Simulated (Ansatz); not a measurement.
All values below come from Ansatz (a program for electronic structure) with frozen-core CCSD(T)/cc-pVTZ // B3LYP-D3(BJ)/def2-TZVP.

Ansatz 0.2 input:
```yaml
crystal:
  periodic: [false, false, false]
  atoms:
    - { symbol: O, position_ang: [-0.111169, 1.595248, 0.016421] }
    - { symbol: Ga, position_ang: [0.149877, -0.17898, 0.001665] }
    - { symbol: O, position_ang: [-1.14805, -1.402969, -0.013924] }
    - { symbol: O, position_ang: [1.824002, -0.776232, 0.002813] }
    - { symbol: H, position_ang: [-1.031592, 1.874563, 0.017971] }
    - { symbol: H, position_ang: [-2.038232, -1.038607, -0.018478] }
    - { symbol: H, position_ang: [2.470896, -0.063126, 0.012847] }
basis:
  gaussian: { orbitals: cc-pVTZ }
correlation:
  method: ccsd_t
```

Output:

```
Functional definition: HF
1071 factors; integrals over basis functions are off by at most 1.1e-3 eV
mean field evaluation 1: about -58493.2130 eV, gradient 6.0e1 eV
mean field evaluation 2: about -58493.3047 eV, gradient 6.0e1 eV
mean field evaluation 4: about -58499.2402 eV, gradient 2.6e0 eV
mean field evaluation 8: about -58499.2742 eV, gradient 2.5e-1 eV
mean field evaluation 16: about -58493.2145 eV, gradient 6.0e1 eV
mean field -58499.27442021 eV, -2149.8086827105 hartree, gradient 2.2e-6 eV, S^2 0.000000; 0 other end points of the search recorded, 0 dependent functions left out
12 core orbitals not correlated
reference -58499.27442021 eV, -2149.8086827105 hartree; 17, 17 occupied and 146, 146 virtual orbitals, 1071 factors
second order -24.35783683 eV of doubles, -0.00000000 eV of singles
cycle   1  -23.60806083 eV  change    7.5e-1 eV  update   1.2e-1
cycle   2  -24.22868258 eV  change   -6.2e-1 eV  update   3.5e-2
cycle   3  -24.36813730 eV  change   -1.4e-1 eV  update   1.8e-2
cycle   4  -24.34947044 eV  change    1.9e-2 eV  update   4.5e-3
cycle   5  -24.34637829 eV  change    3.1e-3 eV  update   2.0e-3
cycle   6  -24.34783021 eV  change   -1.5e-3 eV  update   6.0e-4
cycle   7  -24.34737246 eV  change    4.6e-4 eV  update   2.0e-4
cycle   8  -24.34725122 eV  change    1.2e-4 eV  update   6.2e-5
cycle   9  -24.34728501 eV  change   -3.4e-5 eV  update   2.5e-5
perturbative correction -0.96085941 eV, -0.0353109320 hartree
Total energy: -58524.58256464 eV, -2150.7387398635 hartree
```

Cost: roughly 2.8 core-minutes.
